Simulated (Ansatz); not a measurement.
Input for Ansatz (a program for electronic structure): U-B97M-V/def2-TZVPP on BeCl, 2S+1 = 2, a spin state set in the input, which need not be the lowest, a point of a bond scan (R = 1.820 Å).

Ansatz 0.2 input:
```yaml
crystal:
  periodic: [false, false, false]
  atoms:
    - {symbol: Be, position_ang: [0.00000000, 0.00000000, 0.00000000]}
    - {symbol: Cl, position_ang: [0.00000000, 0.00000000, 1.81982000]}
basis:
  gaussian:
    orbitals: def2-TZVPP
    pivot_positions_ang: [[0.00000000, 0.00000000, 0.00000000], [0.00000000, 0.00000000, 1.81982000]]
hamiltonian:
  xc: {name: B97M-V}
magnetization: {spin_polarized: true, initial_magnetization: 1}
output: {forces: true, orbitals: {seedname: ./end}}
```

It printed:

```
Functional definition: B97M-V
[...]
integrals: 0.02 GiB planned
435 factors; their error is unknown
mean field: 0.20 GiB planned
mean field evaluation 1: about -12921.0327 eV, gradient 1.1e1 eV
mean field evaluation 2: about -12920.6032 eV, gradient 1.4e1 eV
mean field evaluation 4: about -12921.6770 eV, gradient 5.0e-1 eV
mean field evaluation 8: about -12921.6694 eV, gradient 1.1e-2 eV
mean field evaluation 16: about -12921.6694 eV, gradient 3.1e-5 eV
mean field -12921.66942920 eV, -474.8625929011 hartree, gradient 3.1e-5 eV, S^2 0.752695; 0 other end points of the search recorded, 0 dependent functions left out
the calculation of the forces begins
reference -12921.66949726 eV, -474.8625954023 hartree; 11, 10 occupied and 50, 51 virtual orbitals, 435 factors
Total energy: -12921.66949726 eV, -474.8625954023 hartree
Atom 0 at     0.000000     0.000000     0.000000 Å, force    -0.000000     0.000000     0.167640 eV/Å
Atom 1 at     0.000000     0.000000     1.819820 Å, force     0.000000    -0.000000    -0.167640 eV/Å
Dipole moment:    -0.000000    -0.000000    -0.197337 e Å
```

Self-consistency was reached.

Cost: around 5 core-seconds (rough).
